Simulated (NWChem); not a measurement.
# C2H2FI; SMILES IC(=C)F

```xyz
6

C     -1.2162     2.0094     0.0000
C     -0.0870     1.3122     0.0000
F      1.1034     1.8813     0.0000
I      0.0233    -0.7826     0.0000
H     -2.1852     1.5138     0.0000
H     -1.1633     3.1011     0.0000
```
Atoms are numbered in this order, from 1.

Program: NWChem. The geometry was optimised at PBE0/def2-SVP. def2 effective core potentials on I; no spin-orbit coupling.

Question: Predict the results for CAM-B3LYP/def2-SVP. Quantities: highest occupied level (eV); orbital gap (eV); dipole (D).

Answer: The highest occupied level (eV) is -8.45. The orbital gap (eV) comes out as 8.68. The dipole (D) is 1.14.
